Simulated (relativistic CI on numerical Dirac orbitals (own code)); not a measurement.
Computed by Dirac-Coulomb-Breit CI, KLI orbitals optimised for each configuration, model QED, unscaled Slater integrals (own radial code, finite nucleus).

The strongest absorption lines from the ground level of an ion, among the configurations computed and to levels below about 512 eV (vacuum wavelength in nm, gf): 5.0903 (2.2), 5.0949 (4.6), 5.1024 (3.4), 5.3181 (0.17), 6.5436 (0.27), 6.8977 (1.2), 6.9683 (0.36), 7.0058 (2).

Q: Which ion is it?
A. Hf XXXIX
B. Re XLII
C. Tm XXXVI
D. Dy XXXIII

A: A. Hf XXXIX has 34 electrons and the ground level 4s2 4p4 3P_2; the strongest line goes to 4s2 4p3 4d 3D°_3. The pattern of lines fixes the number of electrons, and along that sequence the line energies rise steadily with the charge (about as its square where n changes within one kind of shell, about linearly where n is kept but much faster in heavy ions where fine structure, which grows about as Z⁴, sets the gap, and irregularly where shells cross), which fixes Z. Configurations outside the model, such as inner-shell arrays, can give stronger lines. At this charge energies of transitions that change n are usually good to better than 1 %, and those within a shell (Δn = 0) to a few per cent.

LS names give the leading component of a level, which can be under half, so a name can repeat, a term be missing and a line seem to break the LS rules.
